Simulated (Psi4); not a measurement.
C$_{4}$H$_{9}$N, singlet, geometry from GFN2-xTB; Psi4 with PBE/def2-TZVPD.

Psi4 was given this input:
```
memory 2 GB

molecule mol {
0 1
C     0.667762    1.655525   -0.217306
C     0.429857    0.354703   -0.193041
C     1.462104   -0.662555    0.176445
C    -0.926084   -0.215730   -0.517973
N    -1.449176   -0.925414    0.646424
H     1.636952    2.059791    0.021797
H    -0.091382    2.371431   -0.486091
H     2.363308   -0.190430    0.557605
H     1.052040   -1.333306    0.928453
H     1.720690   -1.261805   -0.696197
H    -0.825704   -0.950710   -1.324204
H    -1.591054    0.589816   -0.871097
H    -1.563380   -0.277374    1.419560
H    -2.359071   -1.321175    0.436457
}

set {
  basis def2-tzvpd
  reference rks
}

energy('pbe')
print_variables()
```

What the program printed (banner, timings and long lists left out):

```
   => Loading Basis Set <=

    Name: DEF2-TZVPD
    Role: ORBITAL
    Keyword: BASIS

         ---------------------------------------------------------
                                   SCF
               by Justin Turney, Rob Parrish, Andy Simmonett
                          and Daniel G. A. Smith
                              RKS Reference
         ---------------------------------------------------------

  ==> Geometry <==

    Molecular point group: c1
    Full point group: C1

    Geometry (in Angstrom), charge = 0, multiplicity = 1:

       Center              X                  Y                   Z               Mass
    ------------   -----------------  -----------------  -----------------  -----------------
         C            0.672604486914     1.651185012824    -0.217525473846    12.000000000000
         C            0.434699486914     0.350363012824    -0.193260473846    12.000000000000
         C            1.466946486914    -0.666894987176     0.176225526154    12.000000000000
         C           -0.921241513086    -0.220069987176    -0.518192473846    12.000000000000
         N           -1.444333513086    -0.929753987176     0.646204526154    14.003074004430
         H            1.641794486914     2.055451012824     0.021577526154     1.007825032230
         H           -0.086539513086     2.367091012824    -0.486310473846     1.007825032230
         H            2.368150486914    -0.194769987176     0.557385526154     1.007825032230
         H            1.056882486914    -1.337645987176     0.928233526154     1.007825032230
         H            1.725532486914    -1.266144987176    -0.696416473846     1.007825032230
         H           -0.820861513086    -0.955049987176    -1.324423473846     1.007825032230
         H           -1.586211513086     0.585476012824    -0.871316473846     1.007825032230
         H           -1.558537513086    -0.281713987176     1.419340526154     1.007825032230
         H           -2.354228513086    -1.325514987176     0.436237526154     1.007825032230

  Running in c1 symmetry.

  Rotational constants: A =      0.25052  B =      0.13164  C =      0.09939 [cm^-1]
  Rotational constants: A =   7510.45423  B =   3946.49915  C =   2979.61621 [MHz]
  Nuclear repulsion =  178.126466798525087

  Charge       = 0
  Multiplicity = 1
  Electrons    = 40
  Nalpha       = 20
  Nbeta        = 20

  ==> Algorithm <==

  SCF Algorithm Type is DF.
  DIIS enabled.
  MOM disabled.
[...]
   @DF-RKS iter   5:  -212.35474876877856   -8.75506e-02   3.43171e-04 DIIS/ADIIS
   @DF-RKS iter   6:  -212.35850653303430   -3.75776e-03   1.07441e-04 DIIS/ADIIS
   @DF-RKS iter   7:  -212.35888920068911   -3.82668e-04   2.83447e-05 DIIS
   @DF-RKS iter   8:  -212.35891100921566   -2.18085e-05   1.00955e-05 DIIS
   @DF-RKS iter   9:  -212.35891433810292   -3.32889e-06   2.04783e-06 DIIS
   @DF-RKS iter  10:  -212.35891448513868   -1.47036e-07   3.99298e-07 DIIS
  Energy and wave function converged.

  ==> Post-Iterations <==

   Electrons on quadrature grid:
      Ntotal   =   40.0000662003 ; deviation = 6.620e-05

    Orbital Energies [Eh]
    ---------------------

    Doubly Occupied:

[...]
    Virtual:

[...]
    Final Occupation by Irrep:
              A
    DOCC [    20 ]
    NA   [    20 ]
    NB   [    20 ]

  @DF-RKS Final Energy:  -212.35891448513868

   => Energetics <=

    Nuclear Repulsion Energy =            178.1264667985250867
    One-Electron Energy =                -638.1399472714974763
    Two-Electron Energy =                 279.3730878301157077
    DFT Exchange-Correlation Energy =     -31.7185218422820121
    Empirical Dispersion Energy =           0.0000000000000000
    VV10 Nonlocal Energy =                  0.0000000000000000
    Total Energy =                       -212.3589144851386834

Computation Completed

Properties will be evaluated at   0.000000,   0.000000,   0.000000 [a0]

Properties computed using the SCF density matrix

 Multipole Moments:

 ------------------------------------------------------------------------------------
     Multipole            Electronic (a.u.)      Nuclear  (a.u.)        Total (a.u.)
 ------------------------------------------------------------------------------------

 L = 1.  Multiply by 2.5417464519 to convert [e a0] to [Debye]
 Dipole X            :         -0.7246219            0.3660409           -0.3585811
 Dipole Y            :          0.4281666           -0.3280593            0.1001074
 Dipole Z            :         -0.0509156           -0.0165879           -0.0675035
 Magnitude           :                                                    0.3783631

 ------------------------------------------------------------------------------------

  Variable Map:
  ----------------------------------------------------------------------------
[...]
  Array Variable Map:
  ----------------------------------------------------------------------------
[...]
[...]
```
